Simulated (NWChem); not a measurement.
System: C$_{4}$H$_{3}$FSi; SMILES C#C[SiH](F)C#C

Program: NWChem. Geometry: optimised at B3LYP/6-31G* (spherical d). B3LYP is NWChem's, with the RPA form of VWN correlation. Level: B3LYP/def2-SVP with SMD (1 M gas to 1 M solution), gas-phase geometry. Reactions with the solvent are ignored.

Task: Order these by “solvation free energy (kcal/mol)”, lowest first: dichloromethane; tetrahydrofuran; acetone; water.

Result: dichloromethane (-3.1), acetone (-2.5), tetrahydrofuran (-1.7), water (1.6)
